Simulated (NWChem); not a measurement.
Everything below was run with NWChem. System: Cd, charge 0, spin multiplicity 1. Level: CR-CCSD(T)/def2-SVP with def2 effective core potentials on Cd, 4 core orbitals frozen.

NWChem printed:

```
             Northwest Computational Chemistry Package (NWChem) 7.3.0
             --------------------------------------------------------

                                NWChem Input Module
                                -------------------

 Scaling coordinates for geometry "geometry" by  1.889725989
 (inverse scale =  0.529177249)

                             Geometry "geometry" -> ""
                             -------------------------

 Output coordinates in angstroms (scale by  1.889725989 to convert to a.u.)

  No.       Tag          Charge          X              Y              Z
 ---- ---------------- ---------- -------------- -------------- --------------
    1 Cd                  48.0000     0.00000000     0.00000000     0.00000000

 Effective nuclear repulsion energy (a.u.)       0.0000000000

            Nuclear Dipole moment (a.u.)
            ----------------------------
        X                 Y               Z
 ---------------- ---------------- ----------------
     0.0000000000     0.0000000000     0.0000000000

      Symmetry information
      --------------------

 Group name             D2h
 Group number             26
 Group order               8
 No. of unique centers     1

      Symmetry unique atoms

     1


 Summary of "ao basis" -> "" (spherical)
 ------------------------------------------------------------------------------
       Tag                 Description            Shells   Functions and Types
 ---------------- ------------------------------  ------  ---------------------
 *                          def2-svp                  on all atoms

 Summary of "ao basis" -> "ao basis" (spherical)
 ------------------------------------------------------------------------------
       Tag                 Description            Shells   Functions and Types
 ---------------- ------------------------------  ------  ---------------------
 Cd                         def2-svp                11       31   5s3p2d1f

                                 NWChem SCF Module
                                 -----------------

  ao basis        = "ao basis"
  functions       =    31
  atoms           =     1
  closed shells   =    10
  open shells     =     0
  charge          =   0.00
  wavefunction    = RHF
  use symmetry    = T
  symmetry adapt  = T

 Summary of "ao basis" -> "ao basis" (spherical)
 ------------------------------------------------------------------------------
       Tag                 Description            Shells   Functions and Types
[...]
     0   0 0 0      0.000000      0.000000     20.000000

     1   1 0 0      0.000000      0.000000      0.000000
     1   0 1 0     -0.000000      0.000000      0.000000
     1   0 0 1      0.000000      0.000000      0.000000

     2   2 0 0    -16.549839      0.000000      0.000000
     2   1 1 0     -0.000000      0.000000      0.000000
     2   1 0 1      0.000000      0.000000      0.000000
     2   0 2 0    -16.549839      0.000000      0.000000
     2   0 1 1     -0.000000      0.000000      0.000000
     2   0 0 2    -16.549839      0.000000      0.000000

                   NWChem Extensible Many-Electron Theory Module
                   ---------------------------------------------


            General Information
            -------------------
      Number of processors :     1
         Wavefunction type : Restricted Hartree-Fock
          No. of electrons :    20
           Alpha electrons :    10
            Beta electrons :    10
           No. of orbitals :    62
            Alpha orbitals :    31
             Beta orbitals :    31
        Alpha frozen cores :     4
         Beta frozen cores :     4
     Alpha frozen virtuals :     0
      Beta frozen virtuals :     0
         Spin multiplicity : singlet
    Number of AO functions :    31
       Number of AO shells :    11
        Use of symmetry is : on
      Symmetry adaption is : on
         Schwarz screening : 0.10D-09

          Correlation Information
          -----------------------
          Calculation type : Coupled-cluster singles & doubles w/ perturbation
   Perturbative correction : Completely renormalized (T)
            Max iterations :      100
        Residual threshold : 0.10D-05
     T(0) DIIS level shift : 0.00D+00
     L(0) DIIS level shift : 0.00D+00
     T(1) DIIS level shift : 0.00D+00
     L(1) DIIS level shift : 0.00D+00
     T(R) DIIS level shift : 0.00D+00
     T(I) DIIS level shift : 0.00D+00
   CC-T/L Amplitude update :  5-th order DIIS
                I/O scheme : Global Array Library
        L-threshold :  0.10D-05
        EOM-threshold :  0.10D-05
 no EOMCCSD initial starts read in
 TCE RESTART OPTIONS
 SLICE:      F
 D4D5:       F
 quantumc:   F
 qrotation:  F
 pwtce:      F
 qducc:      F
 nacto:                         0
 nrotv:                         0
 nrot:                          0

            Memory Information
            ------------------
          Available GA space size is     249035839 doubles
          Available MA space size is     104843228 doubles

 Maximum block size supplied by input
 Maximum block size        24 doubles

 tile_dim =      5

 -------------------------------------------------

 Global array virtual files algorithm will be used

 Parallel file system coherency ......... OK

 4-electron integrals stored in orbital form

 v2    file size   =            14737
 4-index algorithm nr.  13 is used
 imaxsize =       30
 imaxsize ichop =        0


CCSD iterations
 ---------------------------------------------------------
 Iter          Residuum       Correlation     Cpu    Wall
 ---------------------------------------------------------
    1   0.0984454549931  -0.2768080081183     0.5     0.5
    2   0.0228928760950  -0.2655219578256     0.5     0.5
    3   0.0089126853938  -0.2693443578681     0.5     0.5
    4   0.0038211357987  -0.2699714836056     0.4     0.4
    5   0.0016587901267  -0.2703169817323     0.4     0.4
    6   0.0001023297046  -0.2705568702765     0.5     0.5
    7   0.0000343077911  -0.2705566897491     0.5     0.5
    8   0.0000121458792  -0.2705581742319     0.4     0.4
    9   0.0000050886451  -0.2705585614846     0.5     0.5
   10   0.0000021129143  -0.2705587946191     0.4     0.4
   11   0.0000002850253  -0.2705589545390     0.4     0.4
 -----------------------------------------------------------------
 Iterations converged
 CCSD correlation energy / hartree =        -0.270558954538984
 CCSD total energy / hartree       =      -167.117167792559428

 Singles contributions

 Doubles contributions
 CR-CCSD(T)

 CR-CCSD[T]  correction energy / hartree =        -0.004480097208218
 CR-CCSD[T] correlation energy / hartree =        -0.275039051747202
 CR-CCSD[T] total energy / hartree       =      -167.121647889767644
 CR-CCSD(T)  correction energy / hartree =        -0.004351424383053
 CR-CCSD(T) correlation energy / hartree =        -0.274910378922037
 CR-CCSD(T) total energy / hartree       =      -167.121519216942488

 Task  times  cpu:        7.3s     wall:        7.3s

 Total times  cpu:        7.4s     wall:        7.4s
```

Write an NWChem input that would produce this output.

One answer among several that fit: 
```
start mol
memory heap 100 mb stack 700 mb global 1900 mb
geometry units angstroms nocenter noautoz
  Cd     0.000000     0.000000     0.000000
  symmetry group D2h
end
basis spherical
  * library def2-svp
end
ecp
  Cd library def2-ecp
end
scf
  rhf
  nopen 0
  maxiter 100
  thresh 1e-7
  semidirect memsize 60000000 filesize 0
end
tce
  freeze core 4
  cr-ccsd(t)
  2eorb
  2emet 13
  thresh 1e-6
  maxiter 100
  tilesize 24
end
task tce energy
```
